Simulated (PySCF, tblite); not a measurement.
Species: C₉H₁₂O.
SMILES with atom numbers: `[CH:1]#[C:2][C@@:3]1([CH3:4])[C@H:5]2[CH2:6][C@H:7]2[C@@H:8]1[O:9][CH3:10]` (hydrogens: H11 on C1; H12, H13, H14 on C4; H15 on C5; H16, H17 on C6; H18 on C7; H19 on C8; H20, H21, H22 on C10)

Geometry (GFN2-xTB, Å), atoms numbered from 1 in this order:
```xyz
22
C9H12O angstrom
C     -1.846   -0.715    2.235
C     -1.317   -0.544    1.174
C     -0.637   -0.316   -0.080
C     -0.462   -1.618   -0.854
C     -1.227    0.800   -0.957
C     -1.184    2.109   -0.234
C      0.056    1.581   -0.883
C      0.687    0.538    0.035
O      1.841   -0.035   -0.508
C      2.590   -0.794    0.407
H     -2.327   -0.875    3.153
H     -1.432   -1.964   -1.209
H     -0.032   -2.392   -0.223
H      0.193   -1.451   -1.706
H     -1.879    0.612   -1.794
H     -1.664    2.943   -0.722
H     -1.259    2.125    0.844
H      0.605    2.099   -1.650
H      0.886    0.901    1.056
H      2.954   -0.169    1.233
H      2.006   -1.620    0.827
H      3.438   -1.194   -0.145
```

Jobs on this species (22 atoms, 74 electrons) with PySCF (density fitting) and tblite. Hardware of each: Arm Neoverse V1, one thread, no GPU (shared host). Times come from a shared host and carry two figures at best.

```csv
level and settings,work,basis functions,SCF cycles,wall time
GFN2-xTB,Hessian by finite differences,–,–,0.94 s
GFN2-xTB,L-BFGS relaxation,–,–,?
PBE0/pcSseg-1,"shieldings, ring-centre shieldings, charges and field gradients, density and orbital grids written",230,15,64 s
```

Task: Fill in the missing figures.

Result: 
- GFN2-xTB; L-BFGS relaxation: 1.3 s

Task: What do all jobs in the table cost together?

Result: About 66 s; the longest takes about 97 % of that, and about 68 times as long as the shortest.
